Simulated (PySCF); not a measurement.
# Nuclear quadrupole coupling in `CN[SiH2]C(F)(F)F`

Compound: C2H6F3NSi.
Z-matrix (Å and degrees, GFN2-xTB geometry), rows numbered from 1:
```
C 
N   1  1.4527
Si  2  1.7066  1  127.46
C   3  1.9449  2  104.49  1    42.64
F   4  1.3493  3  111.83  2   165.75
F   4  1.3533  3  113.29  2   -75.19
F   4  1.3474  3  113.93  2    45.66
H   1  1.0859  2  109.73  3   -28.74
H   1  1.0906  2  109.42  3  -147.73
H   1  1.0933  2  111.96  3    91.68
H   2  1.0096  1  111.05  3  -155.34
H   3  1.4680  2  120.12  1   -71.56
H   3  1.4560  2  107.56  1   156.01
```

Field gradients from the PBE0/pcSseg-1 density (PySCF, non-relativistic), principal values in atomic units, ordered |Vxx| ≤ |Vyy| ≤ |Vzz|:

```
atom     Vxx     Vyy      Vzz
  N2  0.3661  0.7043  -1.0703
```

Q: Find the asymmetry η = (Vxx − Vyy)/Vzz and the couplings χ = eQV/h (234.96 MHz × Q in barn × V in au), with Q(14N) = 0.02044 b.

A: 
| atom | environment | nucleus | η | χzz (MHz) | χxx (MHz) | χyy (MHz) |
| --- | --- | --- | --- | --- | --- | --- |
| N2 | silicon-bound nitrogen | 14N | 0.32 | -5.14 | 1.76 | 3.38 |

The tensor is traceless: Vxx + Vyy + Vzz = 0.

Q: What is Vzz at N2 in SI units (1 au = 9.71736 × 10²¹ V/m²)?

A: -1.0703 au = -10.401 × 10²¹ V/m².

Were the hydrogens deuterons (Q(2H) = 0.00286 b), χzz would run from 103 kHz (H12) to 280 kHz (H11).

The structure is a single GFN2-xTB conformer in the gas phase; no vibrational or solvent corrections. GFN2-xTB bond lengths can be off by several hundredths of an ångström, more for odd bonds, and the gradients follow them. A larger basis could move these couplings by a tenth or more.

These values come from a run that also computed NMR shieldings. On an x86-64 server with one thread (shared host), this took 13 s wall.
